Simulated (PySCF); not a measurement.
Spin states of GeTe

Unrestricted PBE0; PySCF, scalar-relativistic core potentials, basis sets Ge cc-pVDZ-PP with ECP10, Te cc-pVDZ-PP with ECP28. Outer shells of the fragments: Ge 3d10 4s2 4p2; Te 4d10 5s2 5p4.

Followed along the bond (rough minima from three points):

```json
{"2Ms+1": "1", "unpaired": "none", "⟨S²⟩ at the start": "0.00", "R at minimum (Å)": "2.35", "Te (eV)": "0.00"}
{"2Ms+1": "3", "unpaired": "π ↑↑", "⟨S²⟩ at the start": "2.01", "R at minimum (Å)": "none in the scan", "Te (eV)": "≤ 1.91"}
{"2Ms+1": "5", "unpaired": "σ ↑, π ↑↑↑", "⟨S²⟩ at the start": "6.01", "R at minimum (Å)": "none in the scan", "Te (eV)": "≤ 4.11"}
```

Solutions found at the starting distance of 2.480 Å, counted from the lowest of them; the search is not exhaustive and high or unbound solutions are not listed, so other states can lie among these:

```
2Ms+1  unpaired   term  E (eV)  ⟨S²⟩  ⟨Lz²⟩  μ (D)
    1      none    ¹Σ⁺    0.00  0.00   0.00  -1.92
    3      π ↑↑  mixed    1.83  2.01   2.01   0.04
    3      π ↑↑  mixed    2.16  2.00   2.01  -0.30
    1      π ↑↓  mixed    2.22  1.01   2.01  -0.41
    3  σ ↑, π ↑     ³Π    2.49  2.01   1.01  -1.33
    1  σ ↓, π ↑  mixed    2.74  1.02   1.01  -1.23
```

A term symbol is given only where ⟨S²⟩ and ⟨Lz²⟩ are close to those of a pure state; real π, δ and φ orbitals otherwise mix terms. A positive dipole means Ge(−)Te(+).

The measured ground state is X ¹Σ+ (Huber and Herzberg, Constants of Diatomic Molecules (1979)).

Spin–orbit coupling is left out. Counting both spins, an empty level lies below a filled one in some of these solutions, because spin and occupation are held.
